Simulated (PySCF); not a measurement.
Si(H)2(OAc)(OH) (C2H6O3Si), SMILES CC(=O)O[SiH2]O.

Geometry optimised at B3LYP-D3(BJ)/def2-SVP. One conformer was computed; it need not be the lowest.

Two levels are set side by side: PBE/def2-TZVP (PySCF) and ωB97X/def2-TZVP (PySCF). Same geometry, gas phase. Differences are taken from unrounded values.

| quantity | ωB97X | PBE | PBE minus ωB97X |
|---|---|---|---|
| orbital gap (eV) | 12.97 | 5.30 | -7.67 |
| highest occupied level (eV) | -10.64 | -6.45 | 4.19 |
| lowest empty level (eV) | 2.33 | -1.15 | -3.48 |
| dipole moment (D) | 2.67 | 2.61 | -0.07 |
| mean polarisability (bohr³) | 56.3 | 59.8 | 3.5 |

Without exact exchange PBE keeps part of each electron's self-repulsion, which lifts occupied levels and narrows the gap. Loosely held outer electrons make PBE densities more polarisable. Differences between two approximate levels are no errors against the true value.

Rough cost on one machine, each run with all the roots and properties that it gave: ωB97X against PBE within a factor of 2.
